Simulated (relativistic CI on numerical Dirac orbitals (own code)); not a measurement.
**Crystal-field levels of Ag2+, 4d9**

Calculated by Dirac-Coulomb-Breit CI, KLI orbitals optimised for each configuration, model QED (radiative potential, 1s self-energy scaled to tabulated hydrogen-like ionisation energies), valence Slater integrals scaled by 0.8, one configuration in a parametric crystal field (own radial code).

Field parameters in Wybourne normalisation: Td as Oh with Dq negative (B⁴₀ = 21Dq, B⁴₄ = √(5/14) B⁴₀). The field is a parameter set, without covalency.

S and J are read from ⟨S²⟩ = S(S + 1) and ⟨J²⟩ = J(J + 1) of each level; they are not fictitious spins.

Td, 10Dq = -2100 cm⁻¹, the lowest 3 levels:

| E (cm⁻¹) | Degeneracy | Irrep | S | J |
| --- | --- | --- | --- | --- |
| 0.0 | 2 | Γ7 | 0.50 | 2.50 |
| 1009 | 4 | Γ8 | 0.50 | 2.45 |
| 5476 | 4 | Γ8 | 0.50 | 1.57 |

Principal g values of the ground doublet: 2.00, 2.00, 2.00.

Td, 10Dq = -18850 cm⁻¹, the lowest 3 levels:

```
E (cm⁻¹)  Degeneracy  Irrep     S     J
     0.0           2     Γ7  0.50  2.50
    2378           4     Γ8  0.50  2.07
   20857           4     Γ8  0.50  2.03
```

Principal g values of the ground doublet: 2.00, 2.00, 2.00.

The free-ion ground term has S = 1/2. Every field shown keeps that spin.

Levels of this model without a field, named by their leading LS term (the scale mimics covalency, so terms lie below those of the real free ion): 2D_5/2 0, 2D_3/2 4385 cm⁻¹.
